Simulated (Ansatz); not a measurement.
# A saddle search, step by step

SiH$_{4}$O$_{3}$, closed shell, BLYP-D4/def2-SVP (Ansatz 0.2.0). Settings; a guess of the unstable mode was typed too, and convergence needs a confirmed negative curvature besides the force tolerance:

```yaml
hamiltonian: {xc: {name: BLYP}, dispersion: d4}
saddle:
  f_tol: 0.1
  max_steps: 40
```

Start:

Si1  (-0.253, -0.110, -0.074)
H2  (1.385, -0.705, -0.356)
O3  (-0.630, -1.512, -0.365)
H4  (0.668, -1.406, -0.437)
O5  (-0.541, 1.035, -1.307)
O6  (-0.224, 0.604, 1.308)
H7  (-0.310, 2.022, -0.948)
H8  (-0.156, 0.028, 2.120)
(Å)

| step | energy less the last (meV) | largest force component (eV/Å) |
| --- | --- | --- |
| 1 | 800.6 | 6.611 |
| 2 | 222.4 | 3.186 |
| 3 | 66.4 | 1.005 |
| 4 | 14.9 | 0.432 |
| 5 | 7.5 | 0.168 |
| 6 | 2.3 | 0.066 |
| 7 | 0.0 | 0.062 |

Step 2, positions (Å) and forces (eV/Å):

```json
{"atom": "Si1", "x": "-0.280", "y": "-0.117", "z": "-0.089", "Fx": "0.158", "Fy": "2.518", "Fz": "-1.966"}
{"atom": "H2", "x": "1.439", "y": "-0.673", "z": "-0.346", "Fx": "-0.344", "Fy": "-0.197", "Fz": "-0.114"}
{"atom": "O3", "x": "-0.724", "y": "-1.565", "z": "-0.366", "Fx": "-0.427", "Fy": "-2.275", "Fz": "-0.417"}
{"atom": "H4", "x": "0.701", "y": "-1.378", "z": "-0.478", "Fx": "0.330", "Fy": "-0.225", "Fz": "-0.016"}
{"atom": "O5", "x": "-0.506", "y": "1.081", "z": "-1.251", "Fx": "-0.297", "Fy": "-3.186", "Fz": "-0.041"}
{"atom": "O6", "x": "-0.215", "y": "0.611", "z": "1.335", "Fx": "0.079", "Fy": "1.077", "Fz": "1.392"}
{"atom": "H7", "x": "-0.316", "y": "1.950", "z": "-0.983", "Fx": "0.499", "Fy": "2.496", "Fz": "0.774"}
{"atom": "H8", "x": "-0.160", "y": "0.047", "z": "2.118", "Fx": "0.001", "Fy": "-0.208", "Fz": "0.388"}
```

Step 4, positions (Å) and forces (eV/Å):

```json
{"atom": "Si1", "x": "-0.294", "y": "-0.113", "z": "-0.104", "Fx": "-0.257", "Fy": "0.315", "Fz": "-0.432"}
{"atom": "H2", "x": "1.416", "y": "-0.688", "z": "-0.395", "Fx": "0.054", "Fy": "-0.098", "Fz": "-0.017"}
{"atom": "O3", "x": "-0.721", "y": "-1.612", "z": "-0.370", "Fx": "0.053", "Fy": "-0.205", "Fz": "0.023"}
{"atom": "H4", "x": "0.740", "y": "-1.397", "z": "-0.478", "Fx": "0.049", "Fy": "-0.042", "Fz": "-0.035"}
{"atom": "O5", "x": "-0.490", "y": "1.065", "z": "-1.247", "Fx": "0.153", "Fy": "0.220", "Fz": "0.201"}
{"atom": "O6", "x": "-0.222", "y": "0.642", "z": "1.355", "Fx": "0.078", "Fy": "0.179", "Fz": "0.359"}
{"atom": "H7", "x": "-0.312", "y": "1.991", "z": "-0.964", "Fx": "-0.100", "Fy": "-0.355", "Fz": "-0.064"}
{"atom": "H8", "x": "-0.177", "y": "0.069", "z": "2.144", "Fx": "-0.030", "Fy": "-0.012", "Fz": "-0.035"}
```

Step 6, positions (Å) and forces (eV/Å):

| atom | x | y | z | Fx | Fy | Fz |
| --- | --- | --- | --- | --- | --- | --- |
| Si1 | -0.293 | -0.101 | -0.109 | 0.032 | 0.041 | 0.016 |
| H2 | 1.423 | -0.706 | -0.408 | 0.007 | -0.005 | 0.007 |
| O3 | -0.699 | -1.618 | -0.365 | 0.066 | 0.034 | 0.034 |
| H4 | 0.727 | -1.416 | -0.483 | -0.062 | -0.057 | -0.013 |
| O5 | -0.480 | 1.073 | -1.246 | 0.005 | 0.015 | -0.027 |
| O6 | -0.221 | 0.659 | 1.363 | 0.002 | -0.011 | -0.021 |
| H7 | -0.329 | 1.992 | -0.954 | -0.032 | -0.002 | 0.018 |
| H8 | -0.190 | 0.072 | 2.142 | -0.018 | -0.015 | -0.014 |

Last step (7):

```
8
angstrom
Si -0.2853 -0.0923 -0.1117
H 1.4393 -0.7347 -0.4179
O -0.6977 -1.6094 -0.3486
H 0.7317 -1.4297 -0.4804
O -0.4641 1.0822 -1.2512
O -0.2070 0.6676 1.3590
H -0.3653 2.0039 -0.9402
H -0.2124 0.0686 2.1311
```

Hardware: 2 CPU threads of an Intel Xeon Platinum 8259CL, shared host. Wall time about 55 s.
